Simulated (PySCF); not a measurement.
dimethyl telluride cation (C2H6Te), SMILES [Te](C)C (connectivity only; charge and spin as stated), charge +1, multiplicity 2.

Coordinates come from a PBE-D3(BJ)/def2-SVP optimisation. The spin state was assumed, not searched. The def2 effective core potentials stand for the cores of Te; spin–orbit coupling is left out.

Calculation: PBE-D3(BJ)/def2-SVP (PySCF 2.14.0).

Frequencies are harmonic and unscaled.

Task: List the normal modes with their intensities. (The exact figures need the calculation; the answer reports its results.)

Result: 
```json
[
 {"mode": "1", "ν (cm⁻¹)": "70", "IR (km/mol)": "0.0", "moving atoms (share of kinetic energy)": "H 98 %"},
 {"mode": "2", "ν (cm⁻¹)": "95", "IR (km/mol)": "0.1", "moving atoms (share of kinetic energy)": "H 95 %"},
 {"mode": "3", "ν (cm⁻¹)": "175", "IR (km/mol)": "0.1", "moving atoms (share of kinetic energy)": "C 59 %, H 31 %, Te 9 %"},
 {"mode": "4", "ν (cm⁻¹)": "511", "IR (km/mol)": "0.0", "moving atoms (share of kinetic energy)": "C 77 %, H 13 %, Te 9 %"},
 {"mode": "5", "ν (cm⁻¹)": "514", "IR (km/mol)": "1.1", "moving atoms (share of kinetic energy)": "C 75 %, H 13 %, Te 11 %"},
 {"mode": "6", "ν (cm⁻¹)": "741", "IR (km/mol)": "5.7", "moving atoms (share of kinetic energy)": "H 88 %, C 12 %"},
 {"mode": "7", "ν (cm⁻¹)": "758", "IR (km/mol)": "0.0", "moving atoms (share of kinetic energy)": "H 88 %, C 12 %"},
 {"mode": "8", "ν (cm⁻¹)": "779", "IR (km/mol)": "2.9", "moving atoms (share of kinetic energy)": "H 88 %, C 12 %"},
 {"mode": "9", "ν (cm⁻¹)": "887", "IR (km/mol)": "18.0", "moving atoms (share of kinetic energy)": "H 81 %, C 18 %"},
 {"mode": "10", "ν (cm⁻¹)": "1192", "IR (km/mol)": "2.3", "moving atoms (share of kinetic energy)": "H 87 %, C 13 %"},
 {"mode": "11", "ν (cm⁻¹)": "1209", "IR (km/mol)": "1.7", "moving atoms (share of kinetic energy)": "H 87 %, C 13 %"},
 {"mode": "12", "ν (cm⁻¹)": "1342", "IR (km/mol)": "8.5", "moving atoms (share of kinetic energy)": "H 95 %"},
 {"mode": "13", "ν (cm⁻¹)": "1345", "IR (km/mol)": "0.0", "moving atoms (share of kinetic energy)": "H 94 %"},
 {"mode": "14", "ν (cm⁻¹)": "1361", "IR (km/mol)": "17.1", "moving atoms (share of kinetic energy)": "H 96 %"},
 {"mode": "15", "ν (cm⁻¹)": "1364", "IR (km/mol)": "44.3", "moving atoms (share of kinetic energy)": "H 95 %"},
 {"mode": "16", "ν (cm⁻¹)": "2979", "IR (km/mol)": "28.3", "moving atoms (share of kinetic energy)": "H 98 %"},
 {"mode": "17", "ν (cm⁻¹)": "2981", "IR (km/mol)": "12.9", "moving atoms (share of kinetic energy)": "H 98 %"},
 {"mode": "18", "ν (cm⁻¹)": "3099", "IR (km/mol)": "22.0", "moving atoms (share of kinetic energy)": "H 90 %, C 10 %"},
 {"mode": "19", "ν (cm⁻¹)": "3100", "IR (km/mol)": "0.0", "moving atoms (share of kinetic energy)": "H 90 %, C 10 %"},
 {"mode": "20", "ν (cm⁻¹)": "3130", "IR (km/mol)": "7.5", "moving atoms (share of kinetic energy)": "H 90 %, C 10 %"},
 {"mode": "21", "ν (cm⁻¹)": "3132", "IR (km/mol)": "23.0", "moving atoms (share of kinetic energy)": "H 90 %, C 10 %"}
]
```
